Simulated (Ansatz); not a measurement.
Species: GeH2, charge -1, doublet. GeH2- (parent SMILES [GeH2], doublet).
B3LYP-D3(BJ)/def2-TZVP minimum from Ansatz (a program for electronic structure):
```
Ge
H 1 1.6352
H 1 1.6352 2 90.81
```
Charge -1, spin multiplicity 2.

Total energies in aug-cc-pVDZ, 7 correlated electrons, 14 frozen orbitals. Radicals and triplets start from unrestricted determinants; spin-orbit coupling is neglected. Cores are frozen in correlated methods (noble-gas shells, and filled d and f shells in the p block). No relativity. The spin of H2Ge- (parent SMILES [GeH2], doublet) was assumed, and the state is the lowest solution found for it.

```
method    program  energy (Eh)  minus CCSDTQ (mEh)
--------  -------  -----------  ------------------
HF         Ansatz  -2076.46700              131.87
MP2        Ansatz  -2076.56818               30.69
CCSD       Ansatz  -2076.59401                4.86
CCSD(T)    Ansatz  -2076.59783                1.04
CCSDT(Q)   Ansatz  -2076.59885                0.02
CCSDTQ     Ansatz  -2076.59887                0.00
```

Rough core times of Ansatz's runs on a shared machine: CCSD(T) under 20 s, CCSDT(Q) under 20 s, CCSDTQ 4 min.
